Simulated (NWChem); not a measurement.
System: HfNH$_{2}$F$_{3}$; SMILES [NH2][Hf]([F])([F])[F]

```xyz
7

Hf     0.0179    -0.0001     0.0272
F     -0.1799    -1.5968     1.0635
F      0.0056     1.6308     1.0279
F      1.6595    -0.1153    -0.9558
N     -1.5295     0.0773    -1.2646
H     -2.0032    -0.7241    -1.6768
H     -1.9429     0.9244    -1.6495
```
Atoms are numbered in this order, from 1.

Computed with NWChem. Medium grid unless said otherwise, to which SCAN and Minnesota functionals are sensitive. Coordinates come from a PBE0/def2-SVP optimisation. def2 effective core potentials on Hf; no spin-orbit coupling. Hybrids' shares of exact exchange are those that their runs print; pure functionals count as 0. The functionals differ in more than this share.

```csv
row,share of exact exchange,highest occupied level (eV)
PBE/def2-SVP,0.00,-6.51
M06-L/def2-SVP,0.00,-6.78
TPSSh/def2-SVP,0.10,-7.18
B3LYP/def2-SVP,0.20,-7.74
B97-2/def2-SVP,0.21,-7.76
PW6B95/def2-SVP,0.28,-8.14
MN15/def2-SVP,0.44,-8.80
BHandHLYP/def2-SVP,0.50,withheld
```

Question: Fit a straight line of the last column on the one before it, predict the withheld value, and compare with the run.

Answer: 
1. Means of the 7 shown rows: x = 0.176, y = -7.559. Slope Σ(x − x̄)(y − ȳ)/Σ(x − x̄)² = -0.7498/0.1500 = -4.999; intercept -6.680.
2. The shown rows scatter about the line by 0.087 (root mean square); the largest residual is +0.17, at PBE/def2-SVP.
3. At x = 0.50 (BHandHLYP/def2-SVP; beyond the shown range) the line gives -9.18.
4. The run gives -9.43, -0.25 from the line, 2.9 times the scatter.
